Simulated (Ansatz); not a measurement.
Relaxation of ClH4O3Sn (9 atoms, charge 0, multiplicity 2), to a largest force component of 0.03 eV/Å in at most 50 steps.

These are results of Ansatz, UKS PBE0-D4/def2-SVP, not measurements.

```xyz
9
Properties=species:S:1:pos:R:3
Sn 0.370 0.228 0.210
H 0.044 0.025 3.129
Cl 1.694 -0.546 -1.652
O -0.874 1.574 -0.531
H -1.782 1.333 -0.303
O -0.670 -1.454 0.584
H -0.501 -2.166 -0.043
O -0.675 0.201 2.484
H -0.952 -0.694 2.184
```

**Question.** Where does it end, and by what steps?

**Answer.** The forces met the threshold. After 11 steps the energy has fallen by 0.087 eV; H5 moved furthest, 0.77 Å.

| step | energy less start (eV) | largest force component (eV/Å) | accepted |
| --- | --- | --- | --- |
| 0 | 0.0000 | 0.650 | yes |
| 1 | 0.0226 | 1.765 | no |
| 2 | -0.0253 | 0.582 | yes |
| 3 | -0.0361 | 0.191 | yes |
| 4 | -0.0393 | 0.795 | yes |
| 5 | -0.0568 | 0.388 | yes |
| 6 | -0.0709 | 0.128 | yes |
| 7 | -0.0729 | 0.558 | yes |
| 8 | -0.0844 | 0.107 | yes |
| 9 | -0.0860 | 0.096 | yes |
| 10 | -0.0865 | 0.034 | yes |
| 11 | -0.0866 | 0.009 | yes |

```xyz
9
Properties=species:S:1:pos:R:3
Sn 0.515 0.119 0.084
H -0.428 0.257 3.130
Cl 1.477 -0.565 -1.998
O -0.908 1.400 -0.461
H -1.428 1.585 0.335
O -0.374 -1.605 0.659
H -0.297 -2.314 0.009
O -0.868 0.281 2.273
H -1.035 -0.656 2.033
```

Whether the end is a true minimum wasn't checked by a vibrational analysis.

Run time: 60 s on 4 threads of Arm Neoverse N1, on a shared host, peak memory 0.37 GiB.
